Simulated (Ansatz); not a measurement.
`O=C=[N][In]([F])[F]` + CH₃OH → `C[O][In]([F])[F]` + `N=C=O` at 298.15 K and 1 bar (ligand exchange at the In–N bond).

Gas-phase electronic energies from Ansatz, PBE0-D4/def2-TZVP geometries. CCSD(T)/CBS adds triple-zeta CCSD(T) − MP2 to the extrapolated MP2 energy (def2 sets, frozen cores). This one scheme is used for every species. Elements past krypton have def2 core potentials. For In outer-core shells are correlated without core-valence functions, which leaves a few kJ/mol of doubt a bond. Each species was taken in one conformer, which may not be the lowest.

| species | CCSD(T)/CBS energy (Eh) | H − E (kJ/mol) | S (J/(mol·K)) |
| --- | --- | --- | --- |
| `O=C=[N][In]([F])[F]` | -557.39754 | 65.4 | 380.7 |
| CH₃OH | -115.61712 | 146.3 | 238.2 |
| `C[O][In]([F])[F]` | -504.48097 | 139.7 | 381.8 |
| `N=C=O` | -168.51995 | 67.5 | 238.3 |

H − E and S are ideal-gas, rigid-rotor, harmonic terms from PBE0-D4/def2-TZVP, for one conformer and one mirror image of each species. 1 Eh = 2625.50 kJ/mol, R = 8.31446 J/(mol·K).

Question: By hand: ΔE, ΔH, ΔS and ΔG.

Answer: ΔE = (-504.48097) + (-168.51995) − (-557.39754) − (-115.61712) = 0.01374 Eh = 36.1 kJ/mol. Δ(H − E) = 139.7 + 67.5 − 65.4 − 146.3 = -4.5, so ΔH = 31.6 kJ/mol. ΔS = 381.8 + 238.3 − 380.7 − 238.2 = 1.2 J/(mol·K). ΔG = 31.6 − 298.15 × (1.2)/1000 = 31.2 kJ/mol.

Question: By hand: the equilibrium constant, and the temperature at which ΔG would vanish if ΔH and ΔS stayed fixed.

Answer: log₁₀ K = −ΔG/(RT ln 10) = -5.5. ΔG = 0 at ΔH/ΔS = 26333 K, far beyond where these terms or the molecules hold.

The number of gas molecules stays the same, so ΔS is small and ΔH decides. A doubt of 5 kJ/mol in ΔE shifts log₁₀ K by 0.9 here. Other conformers and mirror images would add mixing entropy, several J/(mol·K) or more a flexible species. Modes under 60 cm⁻¹, often nearly free rotors, make the harmonic entropy too high. These are equilibria of isolated gas molecules and say nothing of rates. Largest T1 diagnostic: 0.018 (customary marks: 0.02 for closed shells, 0.045 for open ones).
